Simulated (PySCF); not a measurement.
Cr (chromium, neutral) across methods

[Ar] 3d5 4s1, high-spin 7S determinant. All numbers are calculated (PySCF 2.14, scalar relativity by spin-free X2C-1e, in x2c-QZVPPall (11s7p5d3f2g, 96 functions)).

```
method  E (hartree)  mean ε 3p β (eV)  mean ε 4s α (eV)  mean ε 3d α (eV)  Σ⟨r²⟩ (bohr²)    ⟨S²⟩
r2SCAN    -1050.781           -42.363            -4.712            -3.867          36.69  12.000
M06-2X    -1050.767           -46.825            -5.142            -6.961          37.12  12.000
   LDA    -1048.504           -41.932            -4.628            -3.886          37.12  12.000
   PBE    -1050.582           -41.839            -4.456            -3.713          37.42  12.000
  BLYP    -1050.855           -41.788            -4.257            -3.472          37.53  12.000
   UHF  -1049.67324           -50.415            -6.161            -9.978          37.33  12.000
 TPSSh    -1050.814           -43.022            -4.604            -4.270          37.04  12.000
 B97-3    -1050.658           -44.473            -4.803            -5.227          36.92  12.000
  PBE0    -1050.596           -44.229            -4.950            -5.289          36.95  12.000
```
